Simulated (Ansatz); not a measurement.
Ideal-gas functions of BBrFH₃OSi, SMILES `OB(F)[SiH2]Br` at 600 K and 1 bar, from an Ansatz frequency run at PBE0-D4/def2-TZVP.

Molar mass 156.82 g/mol, point group Cs (symmetry number 1), electronic degeneracy 1, moments of inertia 90.023, 461.257, 545.389 u Å². Harmonic wavenumbers (cm⁻¹, unscaled): 53, 94, 244, 338, 375, 426, 588, 606, 646, 687, 789, 932, 1010, 1279, 1436, 2236, 2246, 3821.

Use S(trans) = R[1.5 ln M + 2.5 ln T − 1.1517]; rotational temperatures θ = 24.2544 K / I; S(rot) = R[ln(√π/σ · √(T³/θAθBθC)) + 1.5]; for each mode x = 1.438777 ν̃/T, S = R[x/(eˣ − 1) − ln(1 − e⁻ˣ)] and H = RT x/(eˣ − 1); 1 cm⁻¹ = 0.0119627 kJ/mol; R = 8.31446 J/(mol·K).

**Question.** By hand: the entropy, in J/(mol·K).

**Answer.** Translation 186.4. Rotation: θ = 0.2694, 0.0526, 0.0445 K, giving 127.6. Vibration, mode by mode: 25.47, 20.72, 12.89, 10.29, 9.47, 8.49, 6.11, 5.90, 5.46, 5.04, 4.15, 3.17, 2.73, 1.64, 1.22, 0.25, 0.24, 0.01, in all 123.3. Electronic 0.0. Sum 437.3 J/(mol·K).

**Question.** By hand: H − E and G − E in kJ/mol, counted from the electronic energy.

**Answer.** Zero-point energy ½ × 17806 × 0.0119627 = 106.5; thermal vibration 36.3; translation, rotation and pV give 4 RT = 20.0. H − E = 162.8 kJ/mol, and G − E = 162.8 − 600 × 437.3/1000 = -99.6 kJ/mol.

Vibration gives 28 % of the entropy, 46.2 J/(mol·K) of it from the modes under 150 cm⁻¹: soft modes count most, and the harmonic formula is weakest for them. The sum counts one conformer and one mirror image; others add a mixing term.
